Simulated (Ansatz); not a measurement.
Program: Ansatz. Geometries: PBE0-D4/def2-TZVP. ΔE: electronic, gas phase. CCSD(T)/CBS is the MP2 limit (def2-TZVPP, def2-QZVPP) plus CCSD(T) − MP2 in def2-TZVPP, frozen cores. DFT in def2-TZVPP. B3LYP here is the variant with VWN-RPA as its local correlation; programs differ in this. Elements past krypton have def2 core potentials. For Te outer-core shells are correlated without core-valence functions, which leaves a few kJ/mol of doubt a bond. One conformer a species, not always the lowest.

Consider the cleavage of the Si–Si bond: `C[SiH2][SiH](C)Cl` + H₂Te → `C[SiH2][TeH]` + `C[SiH2]Cl`.

`C[SiH2][SiH](C)Cl`:

Z-matrix (Å, degrees):
```
C
Si 1 1.874
H 1 1.092 2 110.8
H 1 1.092 2 110.2 3 -119.6
H 1 1.092 2 110.9 3 120.3
Si 2 2.341 1 111.0 3 62.3
H 2 1.492 1 110.8 3 -58.7
H 2 1.491 1 110.7 3 -177.8
Cl 6 2.079 2 106.6 1 52.0
C 6 1.864 2 114.1 1 171.9
H 6 1.489 2 111.2 1 -62.9
H 10 1.094 6 110.0 2 63.2
H 10 1.092 6 110.8 2 -56.6
H 10 1.092 6 110.7 2 -177.1
```

H₂Te:

Cartesian coordinates in Å:
```
Te 0.550 -0.179 -0.520
H -1.105 -0.236 -0.505
H 0.556 0.415 1.025
```

`C[SiH2][TeH]`:

```xyz
9

C    -1.047    0.488    0.464
Si    0.774    0.167    0.205
Te    1.219   -2.053   -0.855
H    -1.195    1.454    0.955
H    -1.490   -0.293    1.085
H    -1.574    0.505   -0.492
H     1.500    0.087    1.501
H     1.380    1.246   -0.619
H     0.433   -1.602   -2.244
```

`C[SiH2]Cl`:

Cartesian coordinates in Å:
```
C 0.355 0.094 0.941
Si -0.376 0.034 -0.765
Cl 0.409 -1.567 -1.799
H -0.056 0.943 1.495
H 1.440 0.207 0.894
H 0.127 -0.820 1.493
H -0.054 1.258 -1.539
H -1.847 -0.150 -0.721
```

| level | ΔE (kJ/mol) | difference from CCSD(T)/CBS |
| --- | --- | --- |
| PBE-D4 | -53.7 | 13.8 |
| B3LYP-D4 | -59.6 | 7.9 |
| ωB97M-V | -65.1 | 2.4 |
| B2PLYP | -66.9 | 0.6 |
| r2SCAN | -62.6 | 4.9 |
| PBE0 | -61.1 | 6.4 |
| B3LYP | -63.7 | 3.8 |
| MP2/def2-TZVPP | -73.4 | -5.9 |
| SCS-MP2/def2-TZVPP | -71.2 | -3.7 |
| CCSD/def2-TZVPP | -62.5 | 5.0 |
| CCSD(T)/def2-TZVPP | -61.5 | 6.0 |
| HF/def2-QZVPP | -75.4 | -7.9 |
| SCS-MP2/def2-QZVPP | -74.7 | -7.2 |
| HF/CBS(def2) | -75.5 | -8.0 |
| MP2/CBS(def2) | -79.5 | -12.0 |
| CCSD/CBS(def2) | -68.6 | -1.1 |
| CCSD(T)/CBS | -67.5 | 0 |

Largest T1 diagnostic among the species: 0.010.

The D4 term adds +4.1 kJ/mol with B3LYP and +2.8 kJ/mol with PBE0; it sums over pairs of atoms, weighted by their polarisabilities, and B3LYP, whose exchange is more repulsive, gets the larger term. From PBE to PBE0 (25 % exact exchange), in def2-TZVPP and without D4, ΔE moves by −4.6 kJ/mol.
